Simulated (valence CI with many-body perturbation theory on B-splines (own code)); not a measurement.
**I¹³⁺: what the settings do**

Computed by configuration interaction combined with many-body perturbation theory (CI+MBPT): four valence electrons over a frozen Dirac-Fock core [Kr], radial functions for each j: 6 s, 6 p, 5 d, 5 f, 1 g, with the one-electron correlation potential Σ1 (screened to all orders), the two-electron term Σ2, the three-electron term Σ3, Breit, model QED; selected single and double excitations, second order for the rest, scaled by the run's own slope (own B-spline code, finite nucleus).

No measured levels were compared; by estimate terms of the open shell hold to 2 to 4 % of their energy, and close levels can change places. Only levels of the ground parity were solved; by the run's estimate the other parity begins above the list, which can be wrong where configurations are misplaced.

The reference run has the lowest level 4d4 5D_0 and an ionisation energy of 307.738 eV. Its largest variational space holds 10008 state functions.

Names give the largest LS component (configuration and term), which can be under half, so a name can repeat, a term be missing and a line seem to break the LS rules; names also repeat where a configuration has a term twice.

Changed runs:
A. box radius (bohr) 10.666 → 4.24
B. cutoff of virtual states (hartree) 5618 → 960
C. scale of Σ1 1 → 0
D. Davidson iteration limit 60 → 3 (bad on purpose)

Excitation energies of the reference run in cm⁻¹, and shifts in cm⁻¹:

```tsv
Level	Reference	A	B	C	D
4d4 5D_1	6177	-1.4	-3.7	-214	0
4d4 5D_2	12180	-2.0	-6.1	-354	0
4d4 5D_3	17331	-1.8	-7.3	-429	0
4d4 5D_4	21424	-1.0	-7.3	-434	0
4d4 3P_0	34919	+4.8	-5.2	-314	0
4d4 3H_4	36756	+1.9	-4.9	-343	0
4d4 3G_3	44206	+3.0	-5.7	-381	0
4d4 3H_5	45306	+1.3	-7.4	-498	0
4d4 3F_2	46797	+4.9	-5.8	-373	+0.7
4d4 3P_1	47250	+5.1	-7.9	-474	0
4d4 3H_6	49363	+1.5	-8.0	-544	0
4d4 3G_4	53811	+2.4	-9.4	-605	+0.5
Ionisation energy (eV)	307.738	+0.001	-0.008	-2.104	0
```

Run D: The Davidson iterations stopped at their limit.
